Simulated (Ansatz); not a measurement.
Pb3Se2, relaxed as a singlet with RKS r2SCAN-D4/def2-SVP in Ansatz, starting from the GFN1-xTB geometry. Force threshold 0.02 eV/Å.

In the def2 sets Pb takes a core potential; there is no spin–orbit coupling. The restricted singlet is unstable towards broken spin symmetry in Hartree–Fock (as tested in another run); at r2SCAN-D4/def2-SVP this wasn't settled. Another isomer (singlet) lies 1.05 eV lower at PBE0-D4/def2-TZVP; other spin states weren't run for this one.

Start:

Cartesian coordinates in Å:
```
Pb 1.3454 0.0431 1.7540
Pb -0.6533 1.4295 -0.5680
Pb 1.4854 -1.0817 -1.2286
Se -0.9975 -0.9202 -1.9095
Se -1.1800 0.5293 1.9520
```

```json
{"step": "1", "energy (eV)": "-146440.8492", "largest force component (eV/Å)": "0.544", "SCF passes": "18"}
{"step": "2", "energy (eV)": "-146440.8999", "largest force component (eV/Å)": "0.436", "SCF passes": "25"}
{"step": "3", "energy (eV)": "-146440.9003", "largest force component (eV/Å)": "0.346", "SCF passes": "27"}
{"step": "4", "energy (eV)": "-146440.9154", "largest force component (eV/Å)": "0.231", "SCF passes": "27"}
{"step": "5", "energy (eV)": "-146440.9287", "largest force component (eV/Å)": "0.131", "SCF passes": "21"}
{"step": "6", "energy (eV)": "-146440.9315", "largest force component (eV/Å)": "0.090", "SCF passes": "21"}
{"step": "7", "energy (eV)": "-146440.9331", "largest force component (eV/Å)": "0.013", "SCF passes": "22"}
```

Force components are those of the run's own axes.

End:

Cartesian coordinates in Å:
```
Pb 1.329 0.086 1.823
Pb -0.629 1.368 -0.544
Pb 1.477 -1.093 -1.311
Se -0.990 -0.964 -2.069
Se -1.187 0.603 2.101
```

By distances, no bond broke or formed. The bond that changes most is Pb1–Pb3, from 3.19 to 3.35 Å (atoms count from 1).

No frequencies were taken in this run, so the end may be a saddle point.

Hardware: 4 threads of Arm Neoverse V1 on a shared host. Wall time 23 s.
